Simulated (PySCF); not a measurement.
C3H8OSSi.
Geometry (PBE0-D3(BJ)/def2-SVP, Å), atoms numbered from 1 in this order:
```xyz
14
C3H8OSSi angstrom
C     -2.075   -0.041    0.285
C     -1.296   -0.245   -0.966
S     -1.965   -0.531   -2.420
C      0.208   -0.183   -0.834
O      0.607    0.165    0.461
Si     2.202    0.319    0.931
H     -1.745   -0.759    1.054
H     -3.150   -0.137    0.099
H     -1.843    0.953    0.703
H      0.605   -1.176   -1.127
H      0.585    0.534   -1.588
H      2.931   -0.972    0.734
H      2.175    0.690    2.371
H      2.885    1.380    0.128
```

Level: CAM-B3LYP/def2-SVPD in PySCF, non-relativistic, on one gas-phase PBE0-D3(BJ)/def2-SVP geometry that isn't relaxed in the solvent. The solvent is an IEF-PCM continuum (cavity from Bondi-type radii × 1.2), and excitations are vertical TDDFT with non-equilibrium linear response and a frozen core. The model holds no explicit solvent molecules, cavitation or dispersion.

Gas-phase singlets (H = HOMO, L = LUMO):

```
state  E (eV)  λ (nm)      f  leading configurations
   S1   2.619     473  0.000                 H→L 99%
   S2   5.353     232  0.198               H-1→L 95%
   S3   6.086     204  0.047    H→L+1 61%, H→L+3 21%
   S4   6.423     193  0.001    H-4→L 59%, H-3→L 34%
   S5   6.570     189  0.076               H-2→L 89%
```

Question: How does the list change in dichloromethane (ε = 8.93)?

Answer: 
```tsv
state	E (eV)	λ (nm)	f	leading configurations	change by rank (eV)
S1	2.765	448	0.000	H→L 99%	+0.146
S2	5.171	240	0.251	H-1→L 96%	-0.182
S3	6.277	198	0.076	H→L+1 41%, H→L+3 27%	+0.191
S4	6.322	196	0.004	H-4→L 53%, H-3→L 39%	-0.101
S5	6.370	195	0.142	H-2→L 79%	-0.200
```

Question: What are the lowest 5 singlets in methanol (ε = 32.61)?

Answer: 
```csv
state,E (eV),λ (nm),f,leading configurations,change by rank (eV)
S1,2.795,444,0.000,H→L 99%,+0.176
S2,5.180,239,0.239,H-1→L 96%,-0.173
S3,6.297,197,0.053,"H-2→L 31%, H→L+1 27%",+0.211
S4,6.309,197,0.006,"H-4→L 48%, H-3→L 39%",-0.114
S5,6.364,195,0.164,"H-2→L 59%, H→L+1 12%",-0.206
```

Question: The ground-state energy changes by -0.176 eV from gas to methanol. By how much does the total energy of gas-phase S1 change?

Answer: E(S1) = E(S0) + excitation energy, so it changes by -0.176 + 0.176 = 0.000 eV: it isn't lowered at all, while the ground state is. This is the vertical state, with the slow part of the continuum still set for S0.

Question: How do the frontier levels move from gas to methanol?

Answer: 
| orbital | gas (eV) | solvent (eV) | change (eV) |
| --- | --- | --- | --- |
| LUMO+2 | 1.14 | 1.40 | +0.26 |
| LUMO+1 | 0.72 | 1.00 | +0.28 |
| LUMO | -0.96 | -0.99 | -0.03 |
| HOMO | -7.82 | -8.02 | -0.20 |
| HOMO-1 | -9.19 | -9.17 | +0.02 |
| HOMO-2 | -10.32 | -10.15 | +0.17 |
| HOMO-3 | -10.84 | -10.61 | +0.23 |

The HOMO–LUMO gap goes from 6.86 to 7.03 eV. Rows go by rank; for HOMO-2 and LUMO+1 the atom shares or the degeneracy differ between the runs, so the row needn't follow one orbital.

Hardware: one thread, Arm Neoverse V1 (aarch64), shared host with 32 logical CPUs at a one-minute load of 8.9. Cost: 28 s wall, 0.98 GiB resident at most. This is the whole response run at CAM-B3LYP/def2-SVPD in methanol, SCF included.
